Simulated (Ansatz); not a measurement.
Li3Sn⁺. Charge 1, multiplicity 1. Geometry PBE0-D4/def2-TZVP, that of the charge +1 singlet.

| atom | x (Å) | y (Å) | z (Å) |
| --- | --- | --- | --- |
| Li1 | -1.148 | 1.463 | 1.953 |
| Li2 | -0.740 | -2.566 | -0.375 |
| Li3 | 1.887 | 1.102 | -1.579 |
| Sn4 | 0.000 | 0.000 | 0.000 |

In the def2 sets Sn takes a core potential; there is no spin–orbit coupling. At PBE-D4/def2-TZVP, r2SCAN-D4/def2-TZVP, PBE0-D4/def2-TZVP the unrestricted singlet has broken spin symmetry (⟨S²⟩ up to 0.57). At r2SCAN-D4/def2-TZVP a triplet of charge 1 lies 0.13 eV below the unrestricted singlet, which stands at the restricted singlet's geometry. The structure comes from a short search, and lower isomers may exist.

Task: Estimate the orbital energies around the gap (eV) in Ansatz with PBE-D4/def2-TZVP, r2SCAN-D4/def2-TZVP, PBE0-D4/def2-TZVP.

Result: 
```
orbital  PBE-D4/def2-TZVP  r2SCAN-D4/def2-TZVP  PBE0-D4/def2-TZVP
 HOMO−5            -27.49               -27.89             -30.12
 HOMO−4            -27.17               -27.66             -29.80
 HOMO−3            -27.17               -27.66             -29.80
 HOMO−2            -13.14               -13.28             -14.27
 HOMO−1             -7.37                -7.55              -8.11
   HOMO             -7.30                -7.28              -8.00
   LUMO             -6.57                -6.14              -5.73
 LUMO+1             -4.92                -4.28              -4.36
 LUMO+2             -4.35                -3.54              -3.77
 LUMO+3             -4.34                -3.50              -3.76
 LUMO+4             -3.50                -2.92              -2.89
 LUMO+5             -3.49                -2.91              -2.88
 β HOMO             -7.30                -7.28              -8.00
 β LUMO             -6.57                -6.14              -5.73
```
